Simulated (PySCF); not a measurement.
# Levels of Mn(6+) from EOM-EA-GCCSD

Reference: closed-shell Mn(7+), [Ar]; one electron is added. Calculated with PySCF 2.14, two-component X2C-1e with screened spin-orbit coupling, x2c-TZVPPall-2c with one added diffuse shell each of s, p, d, f type (7s8p5d3f1g, 86 functions); frozen 1s2; of the others 110 kept and the rest restored at second order. No Breit or QED terms. Binding energies in eV.

| level | Koopmans |
| --- | --- |
| 3d3/2 | 117.15 |
| 3d5/2 | 116.99 |
| 4s1/2 | 75.660 |
| 4p1/2 | 68.682 |
| 4p3/2 | 68.356 |
| 4d3/2 | 53.261 |

(1) How does correlation move these levels?

For comparison, the ionisation energy of Mn(6+) is 119.20 eV (measured; NIST Atomic Spectra Database, ionization energies).

Gaps of this size point to the basis (7s8p5d3f1g), which has few functions of high l to correlate and polarise the inner shells.

The highest levels are limited by the diffuse functions of the basis.

## Answers

(1) 3d3/2: second order 118.88, EOM-CCSD 118.75; 3d5/2: second order 118.71, EOM-CCSD 118.58; 4s1/2: second order 76.713, EOM-CCSD 76.673; 4p1/2: second order 69.683, EOM-CCSD 69.706; 4p3/2: second order 69.348, EOM-CCSD 69.381; 4d3/2: second order 54.064, EOM-CCSD 54.112.
